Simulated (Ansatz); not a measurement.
Molecule: YO (charge 0, doublet). The spin state was set by rule; other spins were not relaxed. 
Coordinates optimised at B3LYP-D3(BJ)/def2-TZVP (Ansatz, a quantum-chemistry and plane-wave program):
SMILES: [O]=[Y]
```xyz
2

Y      0.0000     0.0000    -0.3067
O      0.0000     0.0000     1.4952
```
Charge 0, spin multiplicity 2.

Basis-set convergence of Hartree-Fock and CCSD correlation energies (hartree) with Ansatz. Correlated levels leave the core frozen unless marked. Open shells are spin-unrestricted. Spin-orbit coupling is left out. Frozen are the shells of the preceding noble gas and the d and f shells that filled before the atom's block. Past Kr the def2 sets carry scalar-relativistic core potentials.

| basis | functions | E(HF) | E(corr, CCSD) |
|---|---|---|---|
| def2-SVP | 45 | -112.67071 | -0.24381 |
| def2-TZVPP | 87 | -112.78168 | -0.29410 |
| def2-QZVPP | 138 | -112.78823 | -0.31252 |

Extrapolating the two largest sets (X = 3 and 4) as X^-3: E(corr) = (64·(-0.31252) - 27·(-0.29410))/37 = -0.3260 Eh, an estimate of the basis-set limit. The largest set recovers 95.9 % of it, the smallest 74.8 %.
